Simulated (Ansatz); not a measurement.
Reaction (formal exchange of groups at the Al–Si bond): `[CH3][AlH][SiH2][GaH2]` + GeH₄ → `[CH3][AlH][GeH3]` + `[SiH3][GaH2]`

Calculated with Ansatz (gas phase, PBE0-D4/def2-TZVP geometries, no zero-point term in ΔE). CCSD(T)/CBS adds triple-zeta CCSD(T) − MP2 to the extrapolated MP2 energy (def2 sets, frozen cores). Functionals use def2-TZVPP. For Ga, Ge outer-core shells are correlated without core-valence functions, which leaves a few kJ/mol of doubt a bond. Scalar relativity is left out up to krypton. One conformer a species, not always the lowest.

| level | ΔE (kJ/mol) | difference from CCSD(T)/CBS |
| --- | --- | --- |
| PBE0-D4 | -1.5 | 5.2 |
| CAM-B3LYP-D4 | -8.5 | -1.8 |
| ωB97X-V | -6.8 | -0.1 |
| r2SCANh | -3.6 | 3.1 |
| CAM-B3LYP | -10.6 | -3.9 |
| CCSD(T)/def2-SVP | -1.7 | 5.0 |
| HF/def2-TZVPP | -14.3 | -7.6 |
| MP2/def2-TZVPP | -5.8 | 0.9 |
| SCS-MP2/def2-TZVPP | -8.2 | -1.5 |
| HF/CBS(def2) | -13.9 | -7.2 |
| CCSD(T)/CBS | -6.7 | 0 |

Largest T1 diagnostic among the species: 0.013.

In def2-TZVPP, CCSD(T) changes the Hartree–Fock value by +9.4 kJ/mol (the triples alone add +2.6 kJ/mol) and MP2 by +8.6 kJ/mol. The D4 term adds +3.1 kJ/mol with B3LYP and +1.9 kJ/mol with PBE0; it sums over pairs of atoms, weighted by their polarisabilities, and B3LYP, whose exchange is more repulsive, gets the larger term.

CCSD(T)/CBS has its own doubt, a few kJ/mol and more with outer-core shells, so smaller differences from it don't rank the levels.

B3LYP here is the variant with VWN-RPA as its local correlation; programs differ in this.
